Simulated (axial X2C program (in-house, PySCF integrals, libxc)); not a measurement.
**Spin–orbit effects down a group: molecules with Br, MP2**

Calculated with an axial X2C code built on PySCF integrals, spin-free (one-electron X2C) or two-component (2c: spin–orbit coupling with atomic mean-field Coulomb and Gaunt terms, which also bring small scalar terms), in Dyall basis sets with cores contracted in-house; open shells are unrestricted.

Basis sets: Al dyall-v3z, B dyall-v3z, Br dyall-cv3z, Ga dyall-cv3z, In dyall-cv3z. Frozen shells (counts by l): BBr Br 3s2p1d, B 1s, 10 electrons correlated; AlBr Br 3s2p1d, Al 2s1p, 10 electrons correlated; GaBr Br 3s2p1d, Ga 3s2p1d, 10 electrons correlated; InBr In 4s3p1d, Br 3s2p1d, 20 electrons correlated. Where the outer core of a metal is frozen, bonds come out longer and ionisation energies lower. Frozen cores can differ along the series, which adds to the trend.

```
molecule  spin-free state  Re (Å)  ωe (cm⁻¹)  De (eV)  2c state  Re 2c (Å)  ωe 2c (cm⁻¹)  De 2c (eV)
     BBr   M_S = 0, Λ = 0   1.879      706.9     4.54     Ω = 0      1.880         706.1        4.39
    AlBr   M_S = 0, Λ = 0   2.313      379.9     4.63     Ω = 0      2.314         379.5        4.48
    GaBr   M_S = 0, Λ = 0   2.376      265.9     4.35     Ω = 0      2.377         265.6        4.16
    InBr   M_S = 0, Λ = 0   2.550      222.1     4.16     Ω = 0      2.551         221.9        3.89
```

Question: Work out the shifts from the spin-free to the two-component result.

Answer: 

| molecule | 2c state | ΔRe (Å) | Δωe (cm⁻¹) | ΔDe (eV) |
| --- | --- | --- | --- | --- |
| BBr | Ω = 0 | 0.001 | -0.8 | -0.15 |
| AlBr | Ω = 0 | 0.001 | -0.4 | -0.15 |
| GaBr | Ω = 0 | 0.001 | -0.3 | -0.19 |
| InBr | Ω = 0 | 0.001 | -0.2 | -0.27 |

Shifts of one unit in the last digit are rounding.

Each entry is the lowest single determinant of a limited PBE0 search at one distance. De goes to single-determinant-based atoms at the same level (for ions the charge split of lowest energy) and is withheld (n/a) where an atom does not fit its ground term or J level. Main or longest-lived isotopes.
